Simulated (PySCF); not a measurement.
Job file and geometry (Å, from GFN2-xTB) of an NMR shielding run on SMILES [H]/N=C\CC(=C)[B@H-]([NH3+])P, C$_{4}$H$_{12}$BN$_{2}$P, PySCF, GIAO PBE0/pcSseg-1 NMR shielding, non-relativistic, gas phase; density fitting, a coarse starting grid and PySCF grid level 2 are the driver's defaults:

```
$ OMP_NUM_THREADS=1 python probes_run.py task.json out

{"job": {"kind": "nmr", "xc": "PBE0", "basis": "pcSseg-1"}, "charge": 0, "multiplicity": 1}
C      0.372894     2.273914    -0.309181
C      0.215586     0.957024    -0.356888
C      1.368955     0.107505    -0.878142
C      1.888999    -0.661109     0.285936
N      1.563829    -1.826154     0.644085
B     -1.146802     0.227199     0.086562
N     -0.906969    -0.453890     1.566503
P     -1.575555    -1.319164    -1.100417
H     -0.418903     2.916430     0.038771
H      1.275739     2.774859    -0.629524
H      2.149236     0.739678    -1.305003
H      0.985914    -0.578977    -1.639804
H      2.550197    -0.119041     0.960508
H      0.952017    -2.302886    -0.025073
H     -2.064906     0.972041     0.208485
H     -1.728667    -0.993401     1.825318
H     -0.740976     0.270537     2.259111
H     -0.090829    -1.074482     1.516517
H     -2.946714    -1.320530    -0.889252
H     -1.708194    -0.578874    -2.261548
```

Question: Write the output of this run.

Answer: 
```
coarse grid: 16624 points
cycle   1  E = -634.6803394399  dE =  8.470e-01  |g| = 5.067e-01  |ddm| = 3.915e+00
cycle   2  E = -634.6629621238  dE =  1.738e-02  |g| = 6.070e-01  |ddm| = 1.306e+00
cycle   3  E = -634.7505917815  dE = -8.763e-02  |g| = 1.296e-01  |ddm| = 6.940e-01
cycle   4  E = -634.7540655725  dE = -3.474e-03  |g| = 4.515e-02  |ddm| = 1.393e-01
cycle   5  E = -634.7545235454  dE = -4.580e-04  |g| = 1.232e-02  |ddm| = 5.998e-02
cycle   6  E = -634.7545594836  dE = -3.594e-05  |g| = 4.802e-03  |ddm| = 2.133e-02
cycle   7  E = -634.7545642357  dE = -4.752e-06  |g| = 1.682e-03  |ddm| = 4.795e-03
final grid: 154416 points
cycle   8  E = -634.7954146506  dE = -6.389e-05  |g| = 8.986e-03  |ddm| = 5.169e-02
cycle   9  E = -634.7954088724  dE =  5.778e-06  |g| = 1.037e-02  |ddm| = 2.001e-02
cycle  10  E = -634.7954348992  dE = -2.603e-05  |g| = 1.111e-03  |ddm| = 1.101e-02
cycle  11  E = -634.7954351483  dE = -2.491e-07  |g| = 4.759e-04  |ddm| = 1.229e-03
cycle  12  E = -634.7954351979  dE = -4.964e-08  |g| = 1.244e-04  |ddm| = 6.029e-04
cycle  13  E = -634.7954352013  dE = -3.336e-09  |g| = 3.436e-05  |ddm| = 1.525e-04
cycle  14  E = -634.7954352015  dE = -2.619e-10  |g| = 6.687e-06  |ddm| = 3.815e-05
converged SCF energy = -634.7954352015

GIAO shielding tensors (ppm)
atom      isotropic    diamagn.    paramagn.     s11        s22        s33       span
  0 C       54.473     253.663    -199.190    -49.182     77.058    135.544    184.725
  1 C       29.167     261.755    -232.588   -101.893     15.509    173.885    275.778
  2 C      131.126     250.198    -119.073    111.622    136.574    145.182     33.560
  3 C       -4.473     256.037    -260.510   -131.863     -2.516    120.959    252.822
  4 N      -86.190     326.077    -412.267   -386.884    -99.048    227.363    614.247
  5 B      115.732     190.004     -74.273    110.068    114.335    122.792     12.724
  6 N      210.316     319.320    -109.004    200.798    208.348    221.802     21.004
  7 P      569.026     969.132    -400.106    477.680    598.265    631.132    153.452
  8 H       26.041      32.393      -6.352     23.089     24.784     30.251      7.163
  9 H       26.117      32.036      -5.920     22.772     25.304     30.274      7.502
 10 H       28.821      32.461      -3.640     26.600     27.380     32.483      5.883
 11 H       28.028      32.043      -4.015     24.361     28.751     30.971      6.610
 12 H       23.535      31.175      -7.641     19.990     23.972     26.642      6.652
 13 H       20.179      33.981     -13.802     10.420     22.307     27.809     17.389
 14 H       28.395      32.622      -4.227     26.334     27.850     31.002      4.669
 15 H       29.484      30.222      -0.738     22.923     27.097     38.432     15.509
 16 H       29.164      31.234      -2.070     23.613     25.309     38.569     14.956
 17 H       25.933      32.115      -6.182     16.655     22.106     39.038     22.382
 18 H       30.448      31.075      -0.627     25.413     27.213     38.717     13.304
 19 H       30.618      31.209      -0.591     25.434     28.323     38.097     12.663
```

Size and cost of the density-fitted run: 203 basis functions, 86 s wall time on 1 thread of an Arm Neoverse N1, shared host; peak memory 1 GiB.
